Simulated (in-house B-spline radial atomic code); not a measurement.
**Ionising Hf4+ with different functionals**

Computed with a B-spline radial code for spherical atoms: scalar-relativistic (spin-free X2C) Hamiltonian, Fermi nucleus of rms radius 5.347 fm, spin-polarised at highest spin, spherical fractional occupations for the functionals, the average over the highest-spin determinants for Hartree-Fock. The ionisation energy is the difference of two self-consistent energies, [Xe] 4f14 → [Xe] 4f13, without Breit or QED terms; ε is the level of the shell that loses the electron (its least bound occupied spin orbital). There is no spin-orbit coupling in this Hamiltonian.

Hybrids are left out here: with spherical fractional occupations of an open shell their exact exchange keeps a self-interaction that integer-occupation calculations don't have.

| method | rung | ΔSCF (eV) | -ε(4f) (eV) |
| --- | --- | --- | --- |
| Hartree-Fock | Hartree-Fock | 65.43 | 72.18 |
| LDA VWN5 | LDA | ? | ? |
| LDA PW92 | LDA | 69.81 | 58.27 |
| LDA exchange-only | LDA | 67.79 | 56.32 |
| PBE | GGA | 69.41 | 57.88 |
| PBEsol | GGA | 69.48 | 57.95 |
| BLYP | GGA | 69.19 | 57.68 |
| RPBE | GGA | 69.34 | 57.81 |
| PW91 | GGA | 69.52 | 57.99 |
| BP86 | GGA | 69.52 | 57.99 |
| AM05 | GGA | 69.55 | 58.01 |
| OLYP | GGA | 70.09 | 58.51 |
| TPSS | meta-GGA | ? | ? |
| SCAN | meta-GGA | 69.61 | 58.14 |
| r2SCAN | meta-GGA | 69.52 | 58.01 |
| revTPSS | meta-GGA | 69.22 | 57.70 |

Q: What does LDA VWN5 give?

A: ΔSCF 69.82 eV, and -ε(4f) = 58.28 eV.

Q: What does TPSS give?

A: ΔSCF 69.20 eV, and -ε(4f) = 57.69 eV.

Q: How do they compare with the NIST value?

A: NIST lists 68.37 eV ± 0.04 (semi-empirical, ground level to ground level). Errors run from -2.94 to +1.72 eV; BLYP is closest (+0.82 eV), though others lie within the uncertainty of it, and part of that can be cancellation, since the calculations leave out spin-orbit coupling, Breit-QED terms, multiplet and fine-structure energies. Hartree-Fock also lacks correlation.
